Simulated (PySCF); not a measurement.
A PySCF script (with the pyscf-properties extension) for the NMR shieldings of SMILES C=C(C)B(Cl)CSC, C5H10BClS, on a GFN2-xTB geometry:

```python
import basis_set_exchange as bse
import numpy as np
from pyscf import gto, dft
from pyscf.prop import nmr

atoms = """
C    -1.393658   -1.733041   -0.798382
C    -1.376505   -0.522044   -0.233008
C    -2.472435    0.461685   -0.548243
B    -0.238618   -0.079152    0.737281
Cl   -0.120751    1.575129    1.187445
C     0.855644   -1.076867    1.299416
S     2.036985   -1.487199   -0.056319
C     2.831068    0.125153   -0.296141
H    -0.619215   -2.458205   -0.617294
H    -2.173044   -2.031856   -1.482008
H    -3.231160    0.014515   -1.185391
H    -2.941820    0.809835    0.370642
H    -2.058026    1.333346   -1.053350
H     1.454313   -0.691279    2.125259
H     0.455585   -2.046794    1.591313
H     3.290097    0.444554    0.635379
H     2.100599    0.854741   -0.631845
H     3.592182   -0.015724   -1.056408
"""
names = dict.fromkeys(["C", "B", "Cl", "S", "H"], "pcSseg-1")
basis = {el: gto.basis.parse(bse.get_basis(n, elements=[el], fmt="nwchem")) for el, n in names.items()}
mol = gto.M(atom=atoms, basis=basis, charge=0, verbose=0)
mf = dft.RKS(mol, xc="PBE0")
mf.grids.level = 2
mf.grids.alignment = dft.numint.BLKSIZE   # the property module wants whole blocks of grid points
mf.conv_tol = 1e-9
mf.kernel()

calc = nmr.RKS(mf)   # GIAO
C = mf.mo_coeff
Co = C[:, mf.mo_occ > 0]
resp = mf.gen_response(singlet=True, hermi=2)
def vind(x):   # induced exchange potential for any number of trial vectors
    d = np.einsum("pi,xij,qj->xpq", C, 2 * x.reshape(-1, C.shape[1], Co.shape[1]), Co, optimize=True)
    return np.einsum("xpq,pi,qj->xij", resp(d - d.transpose(0, 2, 1)), C, Co, optimize=True).ravel()
mo1, _ = nmr.rhf.solve_mo1(calc, with_cphf=vind)
sigma = calc.kernel(mo1)
for i, s in enumerate(sigma):   # ppm
    print("%2d %-2s %9.2f" % (i, mol.atom_pure_symbol(i), np.trace(s) / 3))
```

**Question.** What are the results?

**Answer.** 
```
 0 C      40.35
 1 C      34.34
 2 C     159.62
 3 B      38.62
 4 Cl    675.42
 5 C     156.17
 6 S     525.34
 7 C     165.21
 8 H      24.85
 9 H      25.11
10 H      30.00
11 H      29.63
12 H      29.36
13 H      29.48
14 H      29.10
15 H      29.67
16 H      29.50
17 H      29.83
```

These numbers come from an equivalent density-fitted implementation of the same equations, which agrees with the script to about 0.01 ppm for H and up to a few tenths of a ppm for heavy atoms, so last digits may differ.

Size and cost of the density-fitted run: 200 basis functions, 38 s wall time on 1 thread of an Arm Neoverse V2, shared host; peak memory 0.92 GiB.
